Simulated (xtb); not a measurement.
Cl2Zn, singlet, from a rough starting geometry (GFN-xTB shapes and energies of metal compounds can be far from the true ones).

Input for xtb:
```
$ xtb mol.xyz --gfn 2 --opt vtight --json

# file mol.xyz
3

Zn     0.06247861     0.05620195    -0.02533997
Cl     1.53912814     0.35704465    -1.44170161
Cl    -1.51509008    -0.36584800     1.39913416
```

Q: What does this run give for the dipole moment, HOMO-LUMO gap, total energy at the end of the optimisation?

A: 
```
Property                                            Value
-------------------------------------------  ------------
dipole moment                                      1.53 D
HOMO-LUMO gap                                     3.15 eV
total energy at the end of the optimisation  -9.703570 Ha
```
